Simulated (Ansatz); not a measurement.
Z-matrix (Å, degrees):
```
C
C 1 1.528
Hf 1 3.229 2 144.8
C 1 1.529 2 109.0 3 103.3
C 1 1.527 2 109.1 3 -137.4
C 1 1.538 2 109.8 3 -17.0
H 2 1.093 1 111.0 3 -44.2
H 2 1.094 1 111.1 3 -164.3
H 2 1.093 1 110.8 3 75.6
F 3 1.902 1 127.8 2 -53.1
F 3 1.904 1 101.3 2 76.2
F 3 1.906 1 88.7 2 -170.4
H 4 1.093 1 111.1 2 55.5
H 4 1.098 1 111.8 2 173.9
H 4 1.093 1 111.5 2 -64.8
H 5 1.094 1 111.7 2 -179.3
H 5 1.093 1 110.7 2 -59.4
H 5 1.094 1 110.8 2 60.2
H 6 1.103 1 109.4 2 46.5
H 6 1.099 1 110.4 2 -68.9
```

Charge 0, multiplicity 1. Hf: def2 effective core potential.

Question: List the CAM-B3LYP/def2-TZVPP orbital energies in eV (Ansatz 0.2.0). (An estimate is asked.)

Answer: Ansatz gave: Occupied: -673.29, -673.29, -673.25, -279.37, -278.75, -278.51, -278.48, -278.26, -70.71, -39.81, -39.80, -38.98, -33.55, -32.76, -32.73, -24.94, -21.17, -21.00, -20.58, -16.72, -14.72, -14.56, -14.51, -14.49, -14.42, -14.14, -13.93, -13.88, -13.65, -13.40, -13.35, -13.34, -12.96, -12.68, -11.92, -11.88, -11.13, -10.77, -10.73, -9.08. Lowest empty: 0.28, 0.56, 0.69, 1.34, 1.61, 1.69, 2.13, 2.96.
